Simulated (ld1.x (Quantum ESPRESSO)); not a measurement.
# Which change was made? (Pd, TM)

palladium, norm-conserving Troullier–Martins (Kleinman–Bylander form), made with ld1.x (Quantum ESPRESSO) 7.5 (revPBE, fully relativistic). Core [Kr], reference 4d10 5s0 5p0. Waves: 5s (bound, empty): rc 2.75 bohr; 4d (bound): rc 1.55 bohr; 5p (bound, empty): rc 1.00 bohr. Local part: the p channel. Core correction: Bessel-smoothed model core inside 0.55 bohr.

Open shells are filled in proportion to 2j + 1 (rel_dist='average').

Cutoffs, loose and tight: the cutoffs (Ry, on a coarse ladder) from which the occupation-weighted sum of valence levels, in a spherical-Bessel basis at the reference potential, stays within 10 and 1 mRy of its value at 400 Ry. They do not see the model core or the augmentation charge, which bear on the density cutoff. Test errors are all-electron minus pseudo excitation energies from the reference, over the configurations 4d9 5s0 5p0; 4d8 5s0 5p0; 4d7 5s0 5p0; 4d9 5s0 5p1; 4d6 5s0 5p0; 4d9.5 5s0 5p0; 4d8 5s1 5p0; variants that change the core or the reference have their own tests. The largest error is taken over the tests solved by every variant that gives reliable tests at all: 4d6 5s0 5p0; 4d9 5s0 5p0; 4d9.5 5s0 5p0.

The base gives: outcome: generated; cutoff, loose: 70 Ry; cutoff, tight: 90 Ry; bound ghosts: p3/2 (extra level of the local part), p1/2 (extra level of the local part), s; largest test error (meV): -1377.

After one change the result is: outcome: failed: run_pseudo: Errors in PS-KS equation. Which change was it?
A. wave 5p (bound): rc 1.00 bohr becomes 5p (bound): rc 0.78 bohr
B. wave 5p (bound): rc 1.00 bohr becomes 5p (bound): rc 1.50 bohr
C. wave 5p (bound): rc 1.00 bohr becomes 5p (bound): rc 0.88 bohr
D. wave 5p (bound): rc 1.00 bohr becomes 5p (bound): rc 1.16 bohr

B. The others give: wave 5p (bound): rc 1.00 bohr becomes 5p (bound): rc 1.16 bohr → outcome: generated; cutoff, loose: 70 Ry; cutoff, tight: 110 Ry; bound ghosts: s, d5/2, d3/2, p1/2 (extra level of the local part), p3/2 (extra level of the local part); largest test error (meV): -3853 | wave 5p (bound): rc 1.00 bohr becomes 5p (bound): rc 0.88 bohr → outcome: generated; cutoff, loose: 70 Ry; cutoff, tight: 90 Ry; bound ghosts: p1/2 (extra level of the local part), p3/2 (extra level of the local part), s; largest test error (meV): -1374 | wave 5p (bound): rc 1.00 bohr becomes 5p (bound): rc 0.78 bohr → outcome: generated; cutoff, loose: 70 Ry; cutoff, tight: 80 Ry; bound ghosts: s, p3/2 (extra level of the local part), p1/2 (extra level of the local part); largest test error (meV): -1360.
